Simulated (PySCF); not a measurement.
**Diatomic cations of In with the alkali metals**

MP2 with double-zeta basis sets in PySCF, for the lowest determinant that a PBE0 search found; no spin–orbit coupling. De refers to high-spin ground-configuration atoms (the charge goes to the atom of lower measured ionisation energy or higher electron affinity, which is not always the lowest computed limit).

```
 M               basis  reference, frozen orbitals  charged atom  state (unpaired electrons)  Re (Å)  ωe (cm⁻¹)  De (eV)
Li  cc-pVDZ/cc-pVDZ-PP                      UHF, 4           Li+               doublet (σ ↑)   3.202        202     1.29
Na           def2-SVPD                      UHF, 5           Na+               doublet (σ ↑)   3.587       99.0     0.88
 K          x2c-SVPall                     UHF, 23            K+               doublet (σ ↑)   4.120       68.7     0.59
Rb            def2-SVP                      UHF, 4           Rb+               doublet (σ ↑)   4.216       47.4     0.44
Cs            def2-SVP                      UHF, 4           Cs+               doublet (σ ↑)   4.492       39.4     0.38
```

The shortest bond is that of LiIn⁺ (3.202 Å), the longest that of CsIn⁺ (4.492 Å).

The rows differ in basis set, which adds steps of its own.

Down a group the atoms grow and get heavier, so bonds lengthen and wavenumbers fall; this series shows no clear exception.

Correlated steps freeze the inner cores (4 to 23 orbitals); shallow outer-core shells are correlated. Weak bonds: CsIn⁺, RbIn⁺. Basis-set superposition, not corrected here, can be much of De in a small basis, most of all at correlated wavefunction levels. These are scalar-relativistic numbers at best; spin–orbit coupling would shift them, the dissociation energy most. For an ion De counts to the pair picked by the measured ionisation energies or electron affinities, which need not be the lowest pair at this level. States were picked by a PBE0 search and need not be the measured ground states.
